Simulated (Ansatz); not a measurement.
Cost and result for the atomization energy of H₃S₃Sn (`[SH][Sn]([SH])[SH]`) radical (7 atoms, 6 bonds).

The species carries charge 0 and has multiplicity 2. Correlated methods include outer-core shells of Sn, which these sets cover unevenly. Sn: def2 effective core potential. All single points use the PBE0-D4/def2-TZVP geometry. It is one conformer, not always the lowest. Program: Ansatz. Hardware: A = 2 threads of an AMD EPYC 7R13 on a shared host; B = 2 threads of an AMD EPYC 7R13 on a shared host and a share of an NVIDIA H100 80 GB. Times are those of one run each, without the atoms' runs, and a repeat can differ threefold. Electronic energies, without spin–orbit coupling; frozen cores. CCSD(T)/CBS adds CCSD(T) − MP2 in def2-TZVPP to the MP2 limit, and its time is that of the two runs behind it. T1 = 0.017; ⟨S²⟩ of the reference is 0.77. With those shells the extrapolation isn't a true limit. B3LYP takes the VWN-RPA correlation (the form of Gaussian; ORCA's B3LYP/G).

CCSD(T)/CBS is a level of theory with its own doubt, some kJ/mol a heavy atom from the limit and from the frozen cores, so smaller differences don't rank the functionals.

```
                                 level  functions  wall time
   PBE-D4/def2-TZVPP (with forces) [A]        218      9.5 s
                CCSD(T)/def2-TZVPP [B]        218       13 s
                    MP2/def2-QZVPP [B]        382       14 s
                PBE0-D4/def2-TZVPP [A]        218       15 s
r2SCAN-D4/def2-TZVPP (with forces) [A]        218       16 s
 B3LYP-D4/def2-TZVPP (with forces) [A]        218       16 s
                 B2PLYP/def2-TZVPP [A]        218       16 s
                     CCSD(T)/CBS(def2)          –       26 s
                ωB97X-V/def2-TZVPP [A]        218       27 s
  ωB97M-V/def2-TZVPP (with forces) [A]        218       32 s
```

**Question.** What atomization energy does each give, and how far from CCSD(T)/CBS? (An estimate is asked.)

**Answer.** Ansatz gave: 
```json
{"level": "PBE-D4/def2-TZVPP (with forces) [A]", "atomization (kJ/mol)": "1903.5", "difference from CCSD(T)/CBS": "41.0", "per bond": "6.8"}
{"level": "CCSD(T)/def2-TZVPP [B]", "atomization (kJ/mol)": "1776.9", "difference from CCSD(T)/CBS": "-85.6", "per bond": "-14.3"}
{"level": "MP2/def2-QZVPP [B]", "atomization (kJ/mol)": "1837.2", "difference from CCSD(T)/CBS": "-25.3", "per bond": "-4.2"}
{"level": "PBE0-D4/def2-TZVPP [A]", "atomization (kJ/mol)": "1855.3", "difference from CCSD(T)/CBS": "-7.2", "per bond": "-1.2"}
{"level": "r2SCAN-D4/def2-TZVPP (with forces) [A]", "atomization (kJ/mol)": "1880.3", "difference from CCSD(T)/CBS": "17.8", "per bond": "3.0"}
{"level": "B3LYP-D4/def2-TZVPP (with forces) [A]", "atomization (kJ/mol)": "1843.8", "difference from CCSD(T)/CBS": "-18.7", "per bond": "-3.1"}
{"level": "B2PLYP/def2-TZVPP [A]", "atomization (kJ/mol)": "1799.8", "difference from CCSD(T)/CBS": "-62.7", "per bond": "-10.4"}
{"level": "CCSD(T)/CBS(def2)", "atomization (kJ/mol)": "1862.5", "difference from CCSD(T)/CBS": "0.0", "per bond": "0.0"}
{"level": "ωB97X-V/def2-TZVPP [A]", "atomization (kJ/mol)": "1871.7", "difference from CCSD(T)/CBS": "9.2", "per bond": "1.5"}
{"level": "ωB97M-V/def2-TZVPP (with forces) [A]", "atomization (kJ/mol)": "1866.4", "difference from CCSD(T)/CBS": "3.9", "per bond": "0.7"}
```

The D4 term adds +40.4 kJ/mol with B3LYP and +21.4 kJ/mol with PBE0; it sums over pairs of atoms, weighted by their polarisabilities, and B3LYP, whose exchange is more repulsive, gets the larger term. From PBE to PBE0 (25 % exact exchange), in def2-TZVPP and without D4, the atomization energy moves by −45.1 kJ/mol: exact exchange takes away binding that semilocal exchange gives to molecules. In def2-TZVPP, CCSD(T) changes the Hartree–Fock value by +569.3 kJ/mol (the triples alone add +49.2 kJ/mol) and MP2 by +579.0 kJ/mol; breaking electron pairs costs correlation energy, which Hartree–Fock lacks.

Spin–orbit coupling would lower the free Sn atoms strongly, and the atomization energy with them, by more than many differences here. For some Ge, Se and Sn compounds the MP2-based and the directly extrapolated limit differ by 10 to 25 kJ/mol.
